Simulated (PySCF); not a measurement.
## Dipole response of Re (rhenium, neutral)

[Xe] 4f14 5d5 6s2, high-spin 6S determinant. Calculation: PySCF 2.14, in x2c-TZVPPall with one added diffuse shell each of s, p, d, f type (12s8p8d4f1g, 113 functions); scalar relativity by spin-free X2C-1e. Coupled (time-dependent) response in atomic units; α is the mean over directions.

```csv
method,mean α (bohr³),C₆ (like pair),S(−4)
UHF,94.71,1109,7832
```

S(−4) is the Cauchy moment in α(ω) = α(0) + S(−4) ω² + …

Reference α: 62 ± 3 bohr³ (recommended; Schwerdtfeger and Nagle, table of static dipole polarizabilities (2023 update)). Published C₆: 663.0 (Gould and Bucko (2016)).

Hartree-Fock lies above the reference because it lacks correlation, which contracts the outer shell.

α(iu) at UHF:

```csv
u (hartree),α(iu) (bohr³)
0,94.71
0.0500,80.89
0.100,62.63
0.200,38.91
0.300,26.20
0.500,14.75
0.750,9.110
1.00,6.406
1.50,3.804
2.00,2.559
3.00,1.397
5.00,0.6024
```

Spin-orbit coupling, which splits the p, d and f shells strongly at this Z, is absent.
